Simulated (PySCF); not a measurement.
**Trend along the fourth-period p block: MBr molecules**

HF with double-zeta basis sets in PySCF, for the lowest determinant that a PBE0 search found; no spin–orbit coupling. De refers to high-spin ground-configuration atoms. A positive dipole means M(−)Br(+).

| M | basis | reference | state (unpaired electrons) | Re (Å) | ωe (cm⁻¹) | De (eV) | μ (D) |
| --- | --- | --- | --- | --- | --- | --- | --- |
| Ga | x2c-SVPall | RHF | singlet (closed shell) | 2.387 | 263 | 3.20 | -2.68 |
| Ge | cc-pVDZ-PP | UHF | doublet (π ↑) | 2.361 | 285 | 2.23 | -2.49 |
| Se | x2c-SVPall | UHF | doublet (π ↑) | 2.298 | 322 | 0.76 | -0.95 |

The shortest bond is that of SeBr (2.298 Å), the longest that of GaBr (2.387 Å). GaBr is bound most strongly (3.20 eV) and SeBr least (0.76 eV).

The rows differ in basis set, which adds steps of its own.

The state changes along the series, so neighbouring rows are not always alike in their bonding.

Where the molecule has an RHF reference, its open-shell atoms are computed with UHF. Hartree–Fock leaves out correlation, which carries a large part of most bond energies and some tenths to 1 eV of ionisation energies. States were picked by a PBE0 search and need not be the measured ground states.
